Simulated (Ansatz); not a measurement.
Mulliken charges of `O[SiH](F)O[SiH2]Cl` from ωB97M-V/def2-TZVPP in Ansatz (PBE0-D4/def2-TZVP geometry).

| atom | x (Å) | y (Å) | z (Å) | charge (e) |
| --- | --- | --- | --- | --- |
| O1 | -1.851 | 1.714 | 0.588 | -0.366 |
| Si2 | -0.322 | 1.186 | 0.527 | 0.704 |
| F3 | 0.534 | 2.062 | -0.489 | -0.304 |
| O4 | -0.270 | -0.345 | -0.013 | -0.365 |
| Si5 | 0.636 | -1.593 | -0.528 | 0.440 |
| Cl6 | 2.406 | -1.648 | 0.503 | -0.214 |
| H7 | -2.416 | 1.643 | -0.182 | 0.182 |
| H8 | 0.249 | 1.319 | 1.869 | -0.036 |
| H9 | -0.095 | -2.845 | -0.250 | -0.020 |
| H10 | 0.956 | -1.433 | -1.961 | -0.022 |

Task: By hand: the dipole of these point charges (1 e Å = 4.8032 D).

Result: Σ q r = (-0.316, -0.302, -0.083) e Å, of length 0.445 e Å = 2.14 D.

Task: How does the dipole of the full density compare? (An estimate is asked.)

Result: Ansatz gave: (-0.351, -0.159, -0.217) e Å, 2.12 D; the point charges give 1.01 times that, at 26° from its direction.

Point charges leave out the atoms' own dipoles, such as those of lone pairs, and Mulliken's split depends on the basis, so the two needn't agree.
